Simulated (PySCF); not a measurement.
C4H4F2OS.
Z-matrix (Å and degrees, PBE0-D3(BJ)/def2-SVP geometry), rows numbered from 1:
```
O 
C   1  1.1949
C   2  1.5235  1  125.92
F   3  1.3552  2  111.65  1     6.79
C   3  1.5223  2  105.46  1   128.86
S   5  1.8422  3  107.39  2    26.98
C   2  1.5252  1  126.20  3   176.36
F   7  1.3754  2  108.15  1   109.85
H   3  1.1050  2  107.26  1  -113.18
H   5  1.0976  3  113.34  2   148.34
H   5  1.0995  3  108.07  2   -90.47
H   7  1.0987  2  112.58  1   -11.15
```

Level of theory: PBE0-D3(BJ)/def2-SVP geometry optimisation, gas phase in PySCF.

Take the most abundant isotopes and a rigid rotor. The values belong to one conformer with, in the numbering `[O:1]=[C:2]1[C@@H:3]([F:4])[CH2:5][S:6][C@@H:7]1[F:8]`, O1–C2–C3–F4 7°, C2–C3–C5–S6 27°, C3–C5–S6–C7 -1°, C5–S6–C7–F8 91°.

**Question.** Give the principal moments of inertia and the rotational constants in MHz.

**Answer.** Ia = 213.93, Ib = 315.24, Ic = 419.51 u·Å²; 505379 MHz·u·Å²/I gives A = 2362, B = 1603, C = 1205 MHz.

**Question.** Classify the top.

**Answer.** An asymmetric top; Ray's κ = -0.312.

**Question.** Is it planar, by Δ = Ic − Ia − Ib?

**Answer.** Not planar: Δ = Ic − Ia − Ib = -109.66 u·Å². For a rigid frame Δ = −2 Σ m c², so Σ m c² = 54.83 u·Å² lies off the ab plane: 4.87 from hydrogen and 49.96 from heavier atoms. The atom farthest from that plane is 1.60 Å away.

**Question.** Give the coordinates in the principal-axis frame, origin at the centre of mass.

**Answer.** The sense of each axis is arbitrary; atoms in the order of the calculation.
```json
{"atom": "O1", "mass (u)": "15.995", "a (Å)": "-1.122", "b (Å)": "1.571", "c (Å)": "-0.952"}
{"atom": "C2", "mass (u)": "12.000", "a (Å)": "-0.481", "b (Å)": "0.809", "c (Å)": "-0.291"}
{"atom": "C3", "mass (u)": "12.000", "a (Å)": "-1.038", "b (Å)": "-0.341", "c (Å)": "0.538"}
{"atom": "F4", "mass (u)": "18.998", "a (Å)": "-2.367", "b (Å)": "-0.509", "c (Å)": "0.331"}
{"atom": "C5", "mass (u)": "12.000", "a (Å)": "-0.234", "b (Å)": "-1.566", "c (Å)": "0.125"}
{"atom": "S6", "mass (u)": "31.972", "a (Å)": "1.412", "b (Å)": "-0.974", "c (Å)": "-0.453"}
{"atom": "C7", "mass (u)": "12.000", "a (Å)": "1.040", "b (Å)": "0.765", "c (Å)": "-0.187"}
{"atom": "F8", "mass (u)": "18.998", "a (Å)": "1.396", "b (Å)": "1.196", "c (Å)": "1.069"}
{"atom": "H9", "mass (u)": "1.008", "a (Å)": "-0.858", "b (Å)": "-0.097", "c (Å)": "1.600"}
{"atom": "H10", "mass (u)": "1.008", "a (Å)": "-0.102", "b (Å)": "-2.293", "c (Å)": "0.936"}
{"atom": "H11", "mass (u)": "1.008", "a (Å)": "-0.755", "b (Å)": "-2.049", "c (Å)": "-0.714"}
{"atom": "H12", "mass (u)": "1.008", "a (Å)": "1.532", "b (Å)": "1.393", "c (Å)": "-0.942"}
```

**Question.** Which lines would a microwave search look for?

**Answer.** The dipole components are |μa| = 1.07 D, |μb| = 1.75 D, |μc| = 0.62 D. Intensities carry the squares of the components, which stand as 0.38 : 1.00 : 0.13 (a : b : c). Some lines, for components of 0.1 D or more:

```
type  branch         J(Ka,Kc)    MHz  lower level (cm⁻¹)
   a       Q  1(1,0) ← 1(1,1)    398               0.119
   c       Q  2(1,2) ← 2(0,2)    481               0.277
   a       Q  3(2,1) ← 3(2,2)    544               0.690
   b       Q  2(1,1) ← 2(0,2)   1677               0.277
   c       Q  3(2,2) ← 3(1,2)   1771               0.631
   b       Q  2(2,0) ← 2(1,1)   2398               0.333
   b       Q  3(1,2) ← 3(0,3)   2607               0.544
   b       R  1(1,1) ← 0(0,0)   3567               0.000
   c       Q  3(3,1) ← 3(2,1)   4315               0.708
   b       Q  3(3,1) ← 3(2,2)   4859               0.690
   a       R  2(1,2) ← 1(1,1)   5217               0.119
   a       R  2(0,2) ← 1(0,1)   5495               0.094
   a       R  2(1,1) ← 1(1,0)   6014               0.132
   c       R  2(1,1) ← 1(0,1)   7172               0.094
   a       R  3(1,3) ← 2(1,2)   7759               0.293
   a       R  3(0,3) ← 2(0,2)   8000               0.277
   c       R  2(2,0) ← 1(1,0)   8412               0.132
   a       R  3(2,2) ← 2(2,1)   8423               0.409
   b       R  2(2,0) ← 1(1,1)   8811               0.119
   a       R  3(2,1) ← 2(2,0)   8847               0.413
   b       R  3(2,2) ← 2(1,1)  10701               0.333
   c       R  3(2,2) ← 2(1,2)  11896               0.293
   b       R  3(3,1) ← 2(2,0)  13162               0.413
   c       R  3(3,1) ← 2(2,1)  13282               0.409
   b       R  3(3,0) ← 2(2,1)  13306               0.409
```

**Question.** Estimate the classical rotational partition function at 100 K, 200 K and 298.15 K.

**Answer.** Point group C1, symmetry number σ = 1; q = (√π/σ)·√((kT/h)³/(ABC)), k/h = 20836.6 MHz/K: 78900 at 100 K, 223000 at 200 K, 406000 at 298.15 K.

No frequency check. No vibrational averaging or centrifugal distortion is included, and the geometry carries the error of its method.
